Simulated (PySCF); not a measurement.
Computed IR spectrum (relative IR intensity) of a molecule CH₇GeNSi₂. The structure is a stationary point at PBE-D3(BJ)/def2-SVP. Other conformers were not sampled. All values below come from PBE-D3(BJ)/def2-SVP (PySCF). Frequencies are harmonic and unscaled.

```
ν (cm⁻¹)  relative intensity
--------  ------------------
333                      3.4
342                      2.4
360                      2.7
522                       23
591                       26
644                       14
661                       24
683                       16
766                       88
794                       47
857                       96
888                       96
898                       14
903                       28
912                       21
1544                      33
2014                      75
2041                      54
2144                      94
2153                      17
2160                     100
2183                      51
```

### Question
Pick the molecule that these values belong to.
A) [GeH3][Si@@H]1C=N[SiH2]1
B) [SiH3]C1=[N][GeH2][SiH2]1
C) [SiH3][C]1=N[SiH2][GeH2]1
D) [GeH3][Si@H]1N=C[SiH2]1

### Answer
C, [SiH3][C]1=N[SiH2][GeH2]1
